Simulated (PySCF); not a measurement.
Compound: C6H6F3P.
SMILES with atom numbers: `[CH3:1][C:2]1=[C:3]([CH3:4])[P:5]1[C:6]([F:7])=[C:8]([F:9])[F:10]` (hydrogens: H11, H12, H13 on C1; H14, H15, H16 on C4)

Torsions of this conformer, `[CH3:1][C:2]1=[C:3]([CH3:4])[P:5]1[C:6]([F:7])=[C:8]([F:9])[F:10]`: C3–P5–C6–F7 -20°.

The closed-shell ground state was solved at several levels (PySCF, density fitting, gas phase, non-relativistic). Isolated species at its PBE0-D3(BJ)/def2-SVP geometry (one conformer only).

```tsv
level	basis functions	total energy (Eh)	HOMO (eV)	LUMO (eV)	gap (eV)	dipole (D)
CAM-B3LYP/def2-SVPD	261	-872.3658	-8.19	0.68	8.87	2.86
B3LYP/pcSseg-1	207	-872.9921	-6.62	-0.51	6.11	2.59
```

Question: What might PBE0/pcSseg-1 (207 basis functions) give for the same quantities?

Answer: Total energy -872.2798 Eh, HOMO -6.84 eV, LUMO -0.32 eV, gap 6.52 eV, dipole 2.64 D.

Question: Over all these levels, which gives the widest orbital gap and which the narrowest?

Answer: CAM-B3LYP/def2-SVPD (range-separated hybrid) has the widest, 8.87 eV, and B3LYP/pcSseg-1 (global hybrid, 20 % exact exchange) the narrowest, 6.11 eV. Functional and basis both differ between the two, so the spread mixes both effects.

Question: How far do the dipole and the HOMO energy spread over the levels?

Answer: The dipole runs from 2.59 to 2.86 D (mean 2.70 D) and the HOMO from -8.19 to -6.62 eV.
